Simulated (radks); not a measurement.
Problem. The chromium ion Cr2+, configuration [Ar] 3d4. All-electron calculation, scalar-relativistic Kohn-Sham, BP86, spin-polarised, spherical densities, finite nucleus; open shells are filled with parallel spins first; Fermi nuclear charge, rms radius 3.6452 fm. Program: a radial shooting solver on a logarithmic mesh with Libxc functionals. Some entries of the table are withheld. Estimate them.

orbital,occ.,eigenvalue (hartree),r(max) (bohr)
1s down,1,-216.9616,0.04160
1s up,1,-216.9609,0.04160
2s up,1,-25.31866,0.2435
2s down,1,-25.26290,0.2433
2p up,3,-21.39832,0.1978
2p down,3,-21.35574,0.1976
3s up,1,-3.54689,0.7755
3s down,1,-3.40031,0.7761
3p up,3,-2.49270,0.7958
3p down,3,-2.34832,0.7968
3d up,4,-0.88859,(1)
3d down,0,-0.75426,(2)
4s up,0,-0.69850,2.304
4p up,0,-0.49827,(3)

Solution. 
(1) 3d up r(max) (bohr): 0.8170
(2) 3d down r(max) (bohr): 0.8255
(3) 4p up r(max) (bohr): 2.698
